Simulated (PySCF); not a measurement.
## [Zn(OH)2] (charge 0, multiplicity 1)

Level of theory: TPSSh-D3(BJ)/def2-TZVP // BP86-D3(BJ)/def2-SVP run with PySCF 2.14.0.

The HOMO is -7.47 eV. The dipole moment comes out as 1.94 D, the HOMO–LUMO gap is 5.96 eV and the LUMO comes out as -1.51 eV. The charge on the central atom (Mulliken) is 0.60 e, the charge on the central atom (meta-Löwdin) is 1.28 e and the total energy comes out as -52548.89 eV. The cost comes out as roughly 80 core-seconds.

```xyz
5

Zn     0.2866     0.0026     0.1667
O     -0.7075     0.1223    -1.3031
H     -0.3821    -0.4801    -1.9993
O      1.0998    -0.1323     1.7429
H      1.7982     0.5434     1.8381
```
